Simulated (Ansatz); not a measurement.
(E)-1-chloro-3,3-difluoroprop-1-ene (C3H3ClF2), SMILES C(/C=C/Cl)(F)F.

Coordinates come from a B3LYP-D3(BJ)/def2-SVP optimisation. Other conformers were not sampled.

Two levels are set side by side: PBE/def2-SVPD (Ansatz, a program for electronic structure) and PBE0/def2-SVPD (Ansatz). Energy differences of separate SCF runs at the same geometry; the states with an electron removed or added have multiplicity 2 and 2. Differences are taken from unrounded values.

| quantity | PBE0 | PBE | PBE minus PBE0 |
|---|---|---|---|
| vertical ionisation energy (eV) | 10.28 | 10.10 | -0.18 |
| vertical singlet–triplet gap (eV) | 4.00 | 4.09 | 0.09 |
